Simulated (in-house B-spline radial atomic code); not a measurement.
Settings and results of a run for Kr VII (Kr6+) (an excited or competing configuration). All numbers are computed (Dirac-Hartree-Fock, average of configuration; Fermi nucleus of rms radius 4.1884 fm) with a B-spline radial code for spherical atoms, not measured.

Command:
```bash
python run_scf.py task.json out
```
Settings (nuclear radius in fm, mass in u):
```
Z                36
configuration    [Ne] 3s2 3p5 3d10 4s2 5s1
hamiltonian      dirac
method           hf
spin_polarised   False
nucleus          fermi
rms_radius       4.1884
atomic_mass      83.9115
speed_of_light   137.035999084
```

Output (hartree, bohr):
```
 radial grid: 68 intervals, B-splines of order 8, outer radius 21.6418 bohr

 iter        energy (Eh)    residual
    1      -2754.7743311    8.11e-01
    2      -2766.1343561    5.50e-01
    3      -2769.3644810    1.49e-01
    4      -2769.6276517    4.40e-02
    5      -2769.6437803    1.84e-02
    6      -2769.6483789    3.45e-04
    7      -2769.6483818    1.53e-04
    8      -2769.6483819    8.04e-06
    9      -2769.6483819    1.03e-07

 total energy                    -2769.648382
 kinetic                           2845.59547
 electron-nucleus                 -6570.12791
 electron-electron                  954.88405

 first-order corrections (not in the total)
   Gaunt                            1.56215
   retardation                     -0.14873
   frequency dependence            -0.00712
   self-energy                      1.05863
   Uehling                         -0.10908
   Wichmann-Kroll                   0.00123
   recoil                           0.01318

 orbital      occ     eigenvalue          <r>       <r^2>       <1/r>       <r^4>     <1/r^3>       r_max    small
 1s1/2      2.000     -534.45097     0.041464  0.00231597     36.7728 1.38585e-05           -     0.02708  1.71e-02
 2s1/2      2.000      -76.61507     0.182517   0.0393422     8.26468  0.00268509           -      0.1539  3.42e-03
 2p1/2      2.000      -69.41895     0.157448    0.030447     8.18958  0.00188213           -      0.1212  3.38e-03
 2p3/2      4.000      -67.41966     0.161386    0.031863     7.90859  0.00204348     1423.89      0.1245  3.30e-03
 3s1/2      2.000      -15.36153     0.521224    0.311295     2.75329     0.15059           -      0.4634  8.54e-04
 3p1/2      1.667      -12.85112     0.523898    0.319919     2.64118    0.168379           -       0.455  8.04e-04
 3p3/2      3.333      -12.53796     0.533078    0.331005     2.57773    0.179945     219.652      0.4632  7.84e-04
 3d3/2      4.000       -7.98451     0.529151    0.338696     2.34928    0.225166     29.0914      0.4054  6.69e-04
 3d5/2      6.000       -7.93200     0.532432    0.342751      2.3326    0.230301     28.1352       0.408  6.63e-04
 4s1/2      2.000       -4.31415      1.32426     1.96532     1.01017     5.57037           -       1.213  1.90e-04
 5s1/2      1.000       -2.02253      2.65348     7.82299    0.501665      82.917           -       2.596  7.17e-05
```

Cost of the run: 0.89 s on 1 thread of Arm Neoverse V2, with other jobs on the host.

For the Dirac Hamiltonian the kinetic term is c α·p + (β - 1)c².
